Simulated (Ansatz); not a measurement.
Reaction: BHBr2 (dibromoborane, SMILES BrBBr) → BHBr (SMILES [BH]Br, doublet) + Br (doublet) (the B-Br bond breaks)
Each species at its own B3LYP-D3(BJ)/def2-TZVP minimum (Ansatz, a program for electronic structure).

Total energies in hartree (Ansatz). UHF or UKS for unpaired electrons; spin-orbit terms are left out. Correlated methods leave the cores frozen (noble-gas shells, and filled d and f shells in the p block). No relativity. Spin-orbit terms, left out, reach several kcal/mol for Br and I, and more for heavier atoms.

| species | HF/cc-pVTZ | CCSD(T)/cc-pVTZ | HF/cc-pVQZ | CCSD(T)/cc-pVQZ | CCSDT(Q)/cc-pVTZ |
|---|---|---|---|---|---|
| 1: BHBr2 (dibromoborane, SMILES BrBBr) | -5170.26289 | -5170.73625 | -5170.27022 | -5170.78579 | -5170.73815 |
| 2: BHBr (SMILES [BH]Br, doublet) | -2597.69545 | -2597.96731 | -2597.69989 | -2597.99434 | -2597.96876 |
| 3: Br (doublet) | -2572.44509 | -2572.60263 | -2572.44802 | -2572.62195 | -2572.60328 |

Q: Work out the bond dissociation energy (electronic) in kcal/mol: take Hartree-Fock from cc-pVQZ, extrapolate the CCSD(T) correlation energy as X^-3 (X = 3, 4), and add CCSDT(Q) - CCSD(T) in cc-pVTZ. 1 hartree = 627.51 kcal/mol.

A: 
Species 1: correlation (64·(-0.51557) - 27·(-0.47336))/37 = -0.54637; step -0.00190; E1 = -5170.27022 + (-0.54637) + (-0.00190) = -5170.81849
Species 2: correlation (64·(-0.29445) - 27·(-0.27186))/37 = -0.31093; step -0.00145; E2 = -2597.69989 + (-0.31093) + (-0.00145) = -2598.01227
Species 3: correlation (64·(-0.17393) - 27·(-0.15754))/37 = -0.18589; step -0.00065; E3 = -2572.44802 + (-0.18589) + (-0.00065) = -2572.63456
-1·E1 +1·E2 +1·E3 = 0.17166 hartree = 107.7 kcal/mol.
